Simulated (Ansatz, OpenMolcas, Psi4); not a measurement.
**A ladder of methods for Ge2H6 (digermane)**

Ge2H6: 8 atoms, total charge 0, spin state singlet. As SMILES, `[GeH3][GeH3]`. The shape is that of a PBE0-D4/def2-TZVP optimisation.

Quantity: the electronic atomisation energy, in eV. The values are calculated. Electronic energies at fixed atoms, without zero-point motion or spin-orbit coupling.

```tsv
level	kind	program	value (eV)	less CCSD(T)/6-31G*
HF/6-31G* (spherical functions)	Hartree–Fock	OpenMolcas	15.36	-2.81
PBE/6-31G* (spherical functions)	GGA	OpenMolcas	20.27	+2.10
M06-L/6-31G* (spherical functions)	meta-GGA	Psi4	20.57	+2.40
TPSS/6-31G* (spherical functions)	meta-GGA	OpenMolcas	21.35	+3.18
TPSSh/6-31G* (spherical functions)	hybrid meta-GGA	Psi4	21.37	+3.20
HSE06/6-31G* (spherical functions)	range-separated hybrid	Ansatz	20.35	+2.18
B2PLYP/6-31G* (spherical functions)	double hybrid	Ansatz	19.74	+1.57
RPA@PBE0/6-31G* (spherical functions)	RPA	Ansatz	18.19	+0.02
CCSD(T)/6-31G* (spherical functions)	coupled cluster or CI	Psi4	18.17	0.00
```

Differences are taken from CCSD(T)/6-31G* (spherical functions) for orientation; it has basis-set and higher-order errors of its own. All-electron rows without a relativistic Hamiltonian named are non-relativistic. The values span 15.36 to 21.37 eV. In the correlated wave-function rows the outer d shell of Ge is correlated, in sets not made for it.
